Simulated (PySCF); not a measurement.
BFH4NP.
Atom-mapped SMILES: `[NH2:1][B:2]([F:3])[PH2:4]` (hydrogens: H5, H6 on N1; H7, H8 on P4)

Computed, not measured: MP2 and CCSD/aug-cc-pVDZ in PySCF, restricted Hartree–Fock reference, 8 core orbitals frozen, non-relativistic, gas phase, PBE0-D3(BJ)/def2-SVP geometry.

E(HF) = -521.77278 Eh.

How large is the problem?

132 basis functions and 40 electrons; 8 orbitals frozen, which leaves o = 12 correlated occupied and v = 112 virtual orbitals. That is o·v = 1344 singles and o·v(o·v + 1)/2 = 903840 distinct closed-shell doubles amplitudes before symmetry; the costliest CCSD step grows as o²v⁴ = 2.3 × 10^10.

What are the MP2 and CCSD correlation energies?

MP2 -0.5963 Eh and CCSD -0.6342 Eh, which gives totals of -522.36905 and -522.40701 Eh. That is 0.719 eV for each correlated electron at CCSD (1665 kJ/mol in all, 0.121 % of the total energy); MP2 gives 94.0 % of the CCSD value.

What is the T1 diagnostic?

0.0143, below the customary warning level of 0.02. It is the norm of the spatial-orbital singles amplitudes over the root of the number of correlated electrons, so the norm is 0.070.

How does correlation change the dipole moment?

HF gives 2.57 D and CCSD (unrelaxed density) 2.51 D, a change of -0.06 D.

Connected triples and the basis-set limit are missing.

Conformer computed: `[NH2:1][B:2]([F:3])[PH2:4]`: H–N1–B2–F3 180°, H–N1–B2–F3 1°, H–P4–B2–N1 -41°, H–P4–B2–N1 -136°.

One conformer stands for the species.
